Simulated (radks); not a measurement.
The bromine anion Br-, [Kr], held by a Watson sphere: a shell of charge +1 at radius R that stands for the Madelung well of a crystal (potential energy -1/R inside, -1/r outside, in hartree with lengths in bohr). Calculated with a radial shooting solver on a logarithmic mesh with Libxc functionals: scalar-relativistic Kohn-Sham, r2SCAN, spin-polarised, spherical densities, finite nucleus; meta-GGA in the generalised Kohn-Sham scheme; Fermi nuclear charge, rms radius of each element as measured or else 0.836 A^(1/3) + 0.57 fm.

| R (bohr) | e(3d) (eV) | e(4s) (eV) | e(4p) (eV) | <r> 4p (bohr) | sum of <r^2> (bohr^2) | X-ray form factor at sin(theta)/lambda = 0.2 1/angstrom |
|---|---|---|---|---|---|---|
| 2.5 | -66.520 | -20.632 | -8.347 | 2.145 | 46.73 | 27.843 |
| 2.56 | -66.462 | -20.529 | -8.265 | 2.151 | 46.97 | 27.833 |
| 2.83 | -66.200 | -20.087 | -7.892 | 2.179 | 47.95 | 27.796 |
| 3.06 | -65.968 | -19.734 | -7.575 | 2.198 | 48.70 | 27.774 |
| 3.68 | -65.322 | -18.882 | -6.759 | 2.239 | 50.30 | 27.743 |
| 4.67 | -64.347 | -17.781 | -5.658 | 2.275 | 51.88 | 27.732 |
| 4.7 | -64.320 | -17.752 | -5.629 | 2.276 | 51.91 | 27.732 |
